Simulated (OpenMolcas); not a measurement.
**V3+: moving the ligands**

V3+ with 6 ligands (fluoride) in trigonal prismatic coordination (D3h) at 1.85 Å, a polar angle of 56.0° against the regular 49.1°. A charge of +0.5 e stands 2.4 Å behind each ligand. Ligand basis ANO-RCC-VDZP.
```
V     0.0000    0.0000    0.0000
F     1.5333    0.0000    1.0352
F    -0.7666    1.3278    1.0352
F    -0.7666   -1.3278    1.0352
F     1.5333    0.0000   -1.0352
F    -0.7666    1.3278   -1.0352
F    -0.7666   -1.3278   -1.0352
```

```yaml
Program: OpenMolcas
Method: CASSCF
Basis: ANO-RCC-VDZP [5s4p2d1f]
Scalar_Hamiltonian: DKH2, point nucleus
Active_space: 2 electrons in 5 orbitals (3d)
State_averaging: 2S+1 = 3 even, 10 roots; 2S+1 = 1 even, 15 roots
Spin-orbit_coupling: state interaction with AMFI integrals over the reference wave functions
```

Runs around this geometry, states (labels of D3, the rotations of D3h). Energies in cm-1 above the lowest state or level, χT in cm3 K/mol.

| R (Å) | Polar angle / regular | Ground state | First state of that spin | First gap with spin-orbit (degeneracies) | χT at 300 K | First state of another spin |
| --- | --- | --- | --- | --- | --- | --- |
| 1.85 | 1.14 | 3E | 3E 11504 | 179.6 (2, 2) | 0.880 | 1A1 11742 |
| 2.07 | 1.14 | 3E | 3E 6292 | 191.5 (2, 2) | 0.864 | 1A1 13227 |
| 1.95 | 1.197 | 3E | 3E 8014 | 185.6 (2, 2) | 0.870 | 1A1 12005 |

Taking the first state of the same spin as R^-n, n = -ln(6292 / 11504) / ln(2.07 / 1.85) = 5.4 between the shortest and longest distance.

An orbital doublet at a regular site is open to a Jahn-Teller distortion, which this geometry leaves out. Without dynamic correlation the repulsion within the d shell is too large (B by tens of per cent), so at a given field states of lower spin stand too high. Ligand-to-metal charge-transfer states are missing. With no ligand orbital active B as a rule stays too high, so bands that hang on it stand too high and its fall with covalency is understated. With metal d orbitals alone and no dynamic correlation the field as a rule comes out too small, by tens of per cent, by up to half for chloride and softer ligands. No measured value stands beside these numbers; the geometry was imposed, not optimised, and the real ion may take another.
